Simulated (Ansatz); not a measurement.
C2H7NSi (`CC(=N)[SiH3]`), charge 0, multiplicity 1.

Question: Give a relaxed structure at PBE0-D4/def2-TZVP (the Gaussian-basis code of Ansatz). (Estimate.)

Answer: Computed: 
```xyz
11

C     1.403    0.003    0.644
C    -0.056    0.287    0.457
N    -0.665    0.975    1.338
Si   -0.916   -0.401   -1.092
H     1.583   -1.076    0.676
H     1.758    0.458    1.569
H     1.981    0.393   -0.200
H    -1.650    1.100    1.101
H    -2.344    0.009   -1.041
H    -0.815   -1.884   -1.129
H    -0.278    0.138   -2.323
```
Point group Cs.
This is one stationary point; other conformers may exist.
